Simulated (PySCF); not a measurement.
C4H10O2, SMILES COCC(C)O.

Geometry: PBE0-D3(BJ)/def2-SVP. Other conformers were not sampled.

Calculation: TDA-PBE/def2-SVPD (PySCF).

Vertical excitations. Gas-phase values at a fixed geometry.

Computed UV-visible absorptions:
```csv
state,energy (eV),λ (nm),f,main pairs
S1,6.16,201,0.020,HOMO→LUMO 99 %
S2,6.27,198,0.020,HOMO−1→LUMO 100 %
S3,6.57,189,0.015,HOMO→LUMO+1 100 %
S4,6.72,184,0.003,HOMO−1→LUMO+1 99 %
S5,6.78,183,0.004,HOMO→LUMO+2 99 %
S6,6.95,178,0.020,HOMO−1→LUMO+2 98 %
T1,6.01,206,0,HOMO→LUMO 99 %
T2,6.12,202,0,HOMO−1→LUMO 99 %
```
Triplets are in the Tamm–Dancoff approximation.
